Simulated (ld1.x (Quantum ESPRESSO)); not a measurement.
u(r) = r·R(r): atom against pseudo-atom (gold (Au))

Columns: radius, all-electron u(r) and pseudo u(r) of the 6p shell (level -14.82 eV) of gold in the configuration [Xe] 4f14 5d9 6s0 6p0; LDA (PZ), scalar-relativistic, ultrasoft scheme, ld1.x (Quantum ESPRESSO) 7.5.

```csv
r (bohr),all-electron,pseudo
0.132,-0.1324,0.0043
0.265,0.1280,0.0172
0.398,0.1570,0.0382
0.530,-0.0461,0.0666
0.663,-0.2301,0.1018
0.795,-0.3084,0.1424
0.928,-0.2904,0.1879
1.060,-0.2090,0.2362
1.193,-0.0935,0.2869
1.325,0.0324,0.3380
1.458,0.1569,0.3890
1.590,0.2704,0.4379
1.723,0.3706,0.4844
1.855,0.4544,0.5268
1.988,0.5227,0.5649
2.120,0.5755,0.5973
2.252,0.6144,0.6238
2.385,0.6409,0.6437
2.518,0.6560,0.6564
2.650,0.6615,0.6615
2.782,0.6588,0.6588
2.915,0.6493,0.6493
3.048,0.6341,0.6341
3.180,0.6146,0.6146
3.312,0.5917,0.5917
3.445,0.5661,0.5661
```

Question: How many radial nodes do the two functions have?

Answer: The all-electron 6p function has n − l − 1 = 4 (the table is too coarse to show those close to the nucleus); the pseudo-wave has 0, since the states of the same l below it are removed with the core.

Question: At about which radius was the pseudo-wave matched?

Answer: 2.65 bohr, where the columns begin to agree (steps of 0.13 bohr).

Question: Is the pseudo-wave norm-conserving?

Answer: No, it belongs to an ultrasoft set: the norm inside the radius is not constrained, and the difference is carried by the augmentation charge.
